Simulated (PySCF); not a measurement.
## From PBE0 to CCSD(T): MIn along the fifth-period p block

PBE0 and CCSD(T) in PySCF with def2-SVP on every atom (core potentials on In, Sn, Sb, I), for the lowest determinant that a PBE0 search found; no spin–orbit coupling.

```tsv
molecule	state (unpaired electrons)	PBE0 Re (Å)	PBE0 ωe (cm⁻¹)	PBE0 De (eV)	CCSD(T) Re (Å)	CCSD(T) ωe (cm⁻¹)	CCSD(T) De (eV)
In2	triplet (σ ↑, π ↑)	3.053	114	1.26	3.055	120	1.07
InSn	quartet (σ ↑, π ↑↑)	2.850	148	2.02	2.874	150	1.79
InSb	triplet (π ↑↑)	2.957	145	1.67	2.985	142	1.25
InI	singlet (closed shell)	2.791	176	3.64	?	?	?
```

Estimate the CCSD(T) values of InI by adding the mean shift from PBE0 to CCSD(T) of the other rows, and compare with the calculation.

The mean shifts are +1.8 pm, +2 cm⁻¹ and -0.28 eV, which give 2.809 Å, 178 cm⁻¹ and 3.36 eV. CCSD(T)/def2-SVP gives Re = 2.796 Å, ωe = 179 cm⁻¹, De = 3.34 eV.

What are the mean differences of PBE0 from CCSD(T) over the whole series?

Re -1.5 pm, ωe -2 cm⁻¹, De +0.29 eV.

In a basis of this size CCSD(T) is itself not converged; it tends to give bonds that are too long and too weak.

Correlated steps freeze 8 core orbitals. Correlated levels converge slowly with the basis: in double zeta they bind strong bonds too weakly, by up to about 1 eV, and carry superposition errors of some tenths. Spin–orbit coupling is left out, which matters for elements this heavy, above all for dissociation energies. Where the molecule has an RHF reference, its open-shell atoms are computed with UHF. States were picked by a PBE0 search and need not be the measured ground states.
